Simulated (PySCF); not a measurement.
**Optical rotation: `C=C1C[C@@H](CCl)[C@H]1F`, C6H8ClF**

Geometry:
```tsv
atom	x (Å)	y (Å)	z (Å)
C1	2.287	-0.108	0.891
C2	1.200	0.003	0.160
C3	0.328	-0.956	-0.607
C4	-0.747	0.148	-0.714
C5	-1.935	-0.058	0.203
Cl6	-2.919	-1.431	-0.369
C7	0.277	1.158	-0.140
F8	-0.149	1.896	0.939
H9	2.788	-1.054	1.013
H10	2.711	0.739	1.403
H11	0.023	-1.849	-0.064
H12	0.747	-1.256	-1.566
H13	-1.088	0.372	-1.726
H14	-1.611	-0.292	1.217
H15	-2.581	0.821	0.219
H16	0.664	1.877	-0.870
```

The calculation used TDDFT PBE0/def2-SVPD circular dichroism and optical rotation, one conformer, gas phase in PySCF 2.14.0. Geometry: GFN2-xTB.

The molecule is flexible and this is one conformer; a measurement averages over conformers.

Stereocentres: C4 R, C7 R.

Question: What is the specific rotation at 633, 589.3, 546, 436, 405, 365, 355 nm?

Answer: [α] in deg dm⁻¹ (g/mL)⁻¹:
```
λ (nm)  origin-invariant length gauge  modified velocity gauge  length gauge (centre of mass)  isotropic polarisability (au)
   633                         -126.9                   -141.3                         -126.7                           86.1
 589.3                         -147.7                   -164.5                         -147.4                           86.4
   546                         -173.8                   -193.7                         -173.4                           86.8
   436                         -283.9                   -317.3                         -283.3                           88.6
   405                         -334.8                   -374.6                         -334.1                           89.4
   365                         -423.9                   -475.5                         -422.9                           90.8
   355                         -451.8                   -507.2                         -450.7                           91.2
```

Question: And for the mirror image at 589.3 nm?

Answer: +147.7 deg dm⁻¹ (g/mL)⁻¹ (origin-invariant length gauge): the same size and the opposite sign.

Question: What is the molar rotation [Φ] = [α]·M/100 of the geometry above at 589.3 nm?

Answer: With M = 134.58 g/mol, -198.7 deg cm² dmol⁻¹ (origin-invariant length gauge).

The first excitation lies at 6.51 eV (190 nm) with R = +28.9 × 10⁻⁴⁰ esu² cm² (velocity form).
